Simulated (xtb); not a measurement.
Be(Cl)(GeH3) (BeClGeH3), SMILES [Cl][Be][GeH3]. All values are semi-empirical tight-binding results from xtb (GFN2-xTB unless named), good for trends rather than for accurate numbers. Geometry optimised at GFN2-xTB.

Optimised geometry:

Bonds (Å): Be1–Cl2 1.747, Be1–Ge3 2.147, Ge3–H4 1.498, Ge3–H5 1.498, Ge3–H6 1.498. Bond angles (°): Cl2–Be1–Ge3 180.0, Be1–Ge3–H4 118.9, Be1–Ge3–H5 118.9, Be1–Ge3–H6 118.9, H4–Ge3–H5 98.6, H4–Ge3–H6 98.6, H5–Ge3–H6 98.6.

For metal compounds this method's bond lengths and energies can be far off.

Computed properties:
```
Quantity                                       Value
-------------------------------------  -------------
point group as xtb finds it                      C3v
orbital gap                                  4.57 eV
zero-point energy                      15.7 kcal/mol
G − E(el) at 298.15 K (modified RRHO)  -2.1 kcal/mol
```

Q: Give the atomic charges and the Wiberg bond orders between heavy atoms. (Estimate from the structure and the level; the computed values follow.)

A: charges (e) Be1 0.54, Cl2 -0.38, Ge3 -0.05, H4 -0.04, H5 -0.04, H6 -0.04. Bond orders Be1–Cl2 1.13, Be1–Ge3 0.83.
